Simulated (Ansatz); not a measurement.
Reaction (atomization): `NBCCN` → B• + 2 C• + 9 H• + 2 N•

Gas-phase electronic energies from Ansatz, PBE0-D4/def2-TZVP geometries. CCSD(T)/CBS adds triple-zeta CCSD(T) − MP2 to the extrapolated MP2 energy (def2 sets, frozen cores). This one scheme is used for every species, atoms too. No spin–orbit coupling; open shells (•) take unrestricted orbitals. Spin–orbit coupling would lower the free atoms: a little for B, C. One conformer a species, not always the lowest.

```tsv
species	CCSD(T)/CBS(def2) energy (Eh)
`NBCCN`	-215.76758
B•	-24.60433
C•	-37.79194
H•	-0.50000
N•	-54.53257
```

**Question.** Work out ΔE.

**Answer.** ΔE = 9 × (-0.50000) + 2 × (-37.79194) + 2 × (-54.53257) + (-24.60433) − (-215.76758) = 2.01423 Eh = +54.81 eV.

Largest T1 diagnostic among the species: 0.014.

The D4 term adds +0.38 eV with B3LYP and +0.20 eV with PBE0; it sums over pairs of atoms, weighted by their polarisabilities, and B3LYP, whose exchange is more repulsive, gets the larger term. In def2-TZVPP, CCSD(T) changes the Hartree–Fock value by +13.51 eV (the triples alone add +0.71 eV) and MP2 by +14.09 eV; breaking electron pairs costs correlation energy, which Hartree–Fock lacks. From PBE to PBE0 (25 % exact exchange), in def2-TZVPP and without D4, ΔE moves by −0.87 eV: exact exchange takes away binding that semilocal exchange gives to molecules.

B3LYP here is the variant with VWN-RPA as its local correlation; programs differ in this.

For atomizations the MP2-based limit and the directly extrapolated one differ by several kJ/mol either way, and by 10 to 25 for some Ge, Se and Sn compounds, so smaller differences from it don't rank the levels.
